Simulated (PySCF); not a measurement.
C4H7FSi.
Numbering: `[F:1][C@H:2]1[CH2:3][CH:4]=[CH:5][SiH2:6]1` (hydrogens: H7 on C2; H8, H9 on C3; H10 on C4; H11 on C5; H12, H13 on Si6)

Theory: PBE0-D3(BJ)/def2-SVP geometry optimisation, gas phase (PySCF).

(1) Give the optimised bond lengths and angles.

## Answers

(1) 
| bond | length (bohr) | order |
| --- | --- | --- |
| F1–C2 | 2.630 | single |
| C2–C3 | 2.891 | single |
| C3–C4 | 2.848 | single |
| C4=C5 | 2.540 | double |
| C5–Si6 | 3.524 | single |
| C2–Si6 | 3.631 | single |
| C2–H7 | 2.082 | single |
| C3–H8 | 2.085 | single |
| C3–H9 | 2.089 | single |
| C4–H10 | 2.074 | single |
| C5–H11 | 2.065 | single |
| Si6–H12 | 2.831 | single |
| Si6–H13 | 2.819 | single |

Orders are formal, as drawn. A selection of angles:
| angle | degrees |
| --- | --- |
| F1–C2–C3 | 108.8 |
| F1–C2–Si6 | 107.8 |
| F1–C2–H7 | 107.6 |
| C3–C2–Si6 | 104.1 |
| C3–C2–H7 | 111.6 |
| Si6–C2–H7 | 116.6 |
| C2–C3–C4 | 110.4 |
| C2–C3–H8 | 108.8 |
| C2–C3–H9 | 110.4 |
| C4–C3–H8 | 112.0 |
| C4–C3–H9 | 109.2 |
| H8–C3–H9 | 105.9 |
| C3–C4–C5 | 119.3 |
| C3–C4–H10 | 118.3 |
| C5–C4–H10 | 122.3 |
| C4–C5–Si6 | 109.2 |
| C4–C5–H11 | 121.2 |
| Si6–C5–H11 | 129.6 |
| C5–Si6–H12 | 113.1 |
| C5–Si6–H13 | 116.5 |
| C2–Si6–C5 | 92.5 |
| C2–Si6–H12 | 113.2 |
| C2–Si6–H13 | 112.3 |
| H12–Si6–H13 | 108.7 |

Torsions: F1–C2–C3–C4 94° (anticlinal); C2–C3–C4–C5 16° (synperiplanar); C3–C4–C5–Si6 -1° (synperiplanar); C4–C5–Si6–C2 -11° (synperiplanar); F1–C2–Si6–C5 -97° (anticlinal).

The C–C distances run from 1.344 Å (C4=C5, drawn double) to 1.530 Å (C2–C3, drawn single), a spread of 0.186 Å. The 2 C–Si bonds span 1.865 Å (C5–Si6, drawn single) to 1.921 Å (C2–Si6, drawn single), a spread of 0.056 Å. Si6 (SiH2 silicon) has angles from 92.5° to 116.5°. The 5-membered ring C2–C3–C4–C5–Si6 has internal angles of 92.5° to 119.3° (sum 536°, against 540° for a flat polygon); it is puckered, 0.10 Å rms from its mean plane, widest ring torsion 21°.

Point group: C1 (no symmetry element, even within 0.4 Å). PBE0-D3(BJ)/def2-SVP frequencies: not computed here. The numbers are those of one conformer.
